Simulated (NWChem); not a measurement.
System meant: Si₄H₉, doublet; SMILES [SiH3][SiH][SiH2][SiH3]

The following NWChem deck was run.

```
start job
memory heap 200 mb stack 900 mb global 1100 mb
geometry units angstroms noautoz
  Si     0.851506    -2.333031     0.251637
  Si    -0.970793    -1.050481    -0.440180
  Si    -1.018437     1.181446     0.242027
  Si     1.040069     2.193187    -0.263274
  H      0.849593    -3.644537    -0.465592
  H      0.831236    -2.597163     1.725928
  H      2.110297    -1.597293    -0.079360
  H     -2.283182    -1.759492    -0.301185
  H     -2.120336     1.890755    -0.482311
  H     -1.282241     1.301886     1.714147
  H      1.031717     3.633794     0.137094
  H      2.141511     1.496587     0.470412
  H      1.306506     2.097848    -1.731226
end
basis spherical
  Si library def2-svp
  H library def2-svp
end
dft
  odft
  mult 3
  xc xpbe96 cpbe96
  iterations 150
  mulliken
end
task dft energy
```

End of the output:

```
 ==============================================================================
                                 internuclear angles
 ------------------------------------------------------------------------------
        center 1       |       center 2       |       center 3       |  degrees
 ------------------------------------------------------------------------------
    2 Si               |   1 Si               |   5 H                |   109.82
    2 Si               |   1 Si               |   6 H                |   112.22
    2 Si               |   1 Si               |   7 H                |   108.75
    5 H                |   1 Si               |   6 H                |   108.51
    5 H                |   1 Si               |   7 H                |   109.06
    6 H                |   1 Si               |   7 H                |   108.42
    1 Si               |   2 Si               |   3 Si               |   117.05
    1 Si               |   2 Si               |   8 H                |   113.36
    3 Si               |   2 Si               |   8 H                |   114.05
    2 Si               |   3 Si               |   4 Si               |   109.34
    2 Si               |   3 Si               |   9 H                |   109.06
    2 Si               |   3 Si               |  10 H                |   111.54
    4 Si               |   3 Si               |   9 H                |   109.69
    4 Si               |   3 Si               |  10 H                |   109.31
    9 H                |   3 Si               |  10 H                |   107.89
    3 Si               |   4 Si               |  11 H                |   110.64
    3 Si               |   4 Si               |  12 H                |   109.83
    3 Si               |   4 Si               |  13 H                |   109.88
   11 H                |   4 Si               |  12 H                |   108.75
   11 H                |   4 Si               |  13 H                |   108.99
   12 H                |   4 Si               |  13 H                |   108.71
 ------------------------------------------------------------------------------
                            number of included internuclear angles:         21
 ==============================================================================

 Summary of "ao basis" -> "" (spherical)
 ------------------------------------------------------------------------------
       Tag                 Description            Shells   Functions and Types
 ---------------- ------------------------------  ------  ---------------------
 Si                         def2-svp                 8       18   4s3p1d
 H                          def2-svp                 3        5   2s1p

  pbe96 is a nonlocal functional; adding pw91lda local functional.

                                 NWChem DFT Module
                                 -----------------

 Summary of "ao basis" -> "ao basis" (spherical)
 ------------------------------------------------------------------------------
       Tag                 Description            Shells   Functions and Types
 ---------------- ------------------------------  ------  ---------------------
 Si                         def2-svp                 8       18   4s3p1d
 H                          def2-svp                 3        5   2s1p

  number of electrons :                   65
  multiplicity        :                    3
 ------------------------------------------------------------------------
  no. of electrons and multiplicity not compatible                  65
 ------------------------------------------------------------------------
 ------------------------------------------------------------------------
  current input line :
    29: task dft energy
 ------------------------------------------------------------------------
 ------------------------------------------------------------------------
 There is an error in the input file
 ------------------------------------------------------------------------
 For more information see the NWChem manual at https://nwchemgit.github.io

0: no. of electrons and multiplicity not compatible:Received an Error in Communication
```

Task: Can this run be used? If not, why, and what is the fix?

Result: The program refused the input. Cause: the multiplicity doesn't fit the number of electrons (an even count wants an odd multiplicity, and the reverse). This input runs:
```
start job
memory heap 200 mb stack 900 mb global 1100 mb
geometry units angstroms noautoz
  Si     0.851506    -2.333031     0.251637
  Si    -0.970793    -1.050481    -0.440180
  Si    -1.018437     1.181446     0.242027
  Si     1.040069     2.193187    -0.263274
  H      0.849593    -3.644537    -0.465592
  H      0.831236    -2.597163     1.725928
  H      2.110297    -1.597293    -0.079360
  H     -2.283182    -1.759492    -0.301185
  H     -2.120336     1.890755    -0.482311
  H     -1.282241     1.301886     1.714147
  H      1.031717     3.633794     0.137094
  H      2.141511     1.496587     0.470412
  H      1.306506     2.097848    -1.731226
end
basis spherical
  * library def2-svp
end
dft
  odft
  mult 2
  xc xpbe96 cpbe96
  iterations 150
  mulliken
end
task dft energy
```
It converges to -1162.33597 Ha (PBE/def2-SVP, spin-unrestricted).
